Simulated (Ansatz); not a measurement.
## F6InP: where a starting geometry ends

The starting geometry of this gas-phase triplet was optimised with GFN2-xTB as a singlet; its bonds are those of `F[P+](F)(F)[In-]([F])([F])[F]`.

```xyz
8

F     1.0741   -1.7991    1.4403
F     0.7221   -1.8229   -0.8551
F     2.1190   -0.2016    0.1187
F    -0.8210    2.5928    1.0520
F     0.2338    0.7286   -1.5644
F    -2.8529    0.1625   -0.3114
In   -1.1507    1.1102   -0.1777
P     0.6757   -0.7704    0.2978
```

Task: Predict what it relaxes into with PBE0-D4/def2-SVP.

Result: New bonds form, giving a structure with F5 bridging In7 and P8, F6 bridging P8 and In7, given below by its coordinates. Distances that change by over a tenth: F6–In7 (1.95 → 2.18 Å), In7–P8 (2.66 → 3.20 Å). Contacts that close: F5–P8 (2.43 → 1.86 Å), F6–P8 (3.70 → 1.87 Å).

The energy falls by 4.49 eV over 25 steps:

| step | E − E(last) (eV) |
| --- | --- |
| 1 | 4.489 |
| 4 | 1.606 |
| 6 | 0.841 |
| 9 | 0.455 |
| 12 | 0.307 |
| 14 | 0.151 |
| 17 | 0.043 |
| 20 | 0.003 |
| 22 | 0.000 |
| 25 | 0.000 |

Final geometry (Å):

```xyz
8

F     0.5731   -2.0259    1.1406
F     0.0783   -1.4120   -1.0876
F     2.2098   -0.8991   -0.2043
F    -1.5361    2.9865    0.6318
F     0.5876    0.8790   -0.7303
F    -1.0809   -0.2696    0.6408
In   -1.5089    1.4663   -0.6077
P     0.6771   -0.7252    0.2165
```

The end wasn't checked by frequencies. Open shells are spin-unrestricted. The triplet needn't be the ground state. Atoms past krypton carry core potentials, without spin–orbit terms. Run with Ansatz 0.2.0, 4.2 min on 2 threads of Arm Neoverse V2 (shared host).
